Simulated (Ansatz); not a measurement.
(LiF)4 cube (Li4F4), relaxed as a singlet with RKS r2SCAN-D4/def2-SVP in Ansatz, starting from the GFN2-xTB geometry. Force threshold 0.02 eV/Å.

Start:

```xyz
8

Li   -0.337   -0.655   -1.291
F     0.854   -1.394   -0.146
Li   -0.348   -0.912    1.122
F    -1.606   -0.333   -0.040
Li   -0.770    1.266    0.131
F     0.381    1.007   -1.240
Li    1.455    0.299    0.037
F     0.372    0.721    1.427
```

Question: Estimate the energy that the relaxation releases and the steps that it takes.

Answer: 0.1 kJ/mol, in 3 steps; 8.5 s on 4 threads of Arm Neoverse V1 on a shared host. No frequencies were taken in this run, so the end may be a saddle point.

Question: Does the start keep its bonding and symmetry?

Answer: By distances, no bond broke or formed. The bond that changes most is F2–Li7, from 1.81 to 1.81 Å (atoms count from 1). Point group Td at the start, Td at the end, both within 0.05 Å.

Question: Predict the relaxed structure.

Answer: 
Cartesian coordinates in Å:
```
Li -0.339 -0.656 -1.295
F 0.852 -1.397 -0.146
Li -0.347 -0.914 1.126
F -1.608 -0.333 -0.041
Li -0.773 1.268 0.132
F 0.383 1.007 -1.240
Li 1.460 0.302 0.037
F 0.373 0.723 1.427
```
Bond lengths (bridged metal pairs left out): 12 × F–Li 1.81 Å.
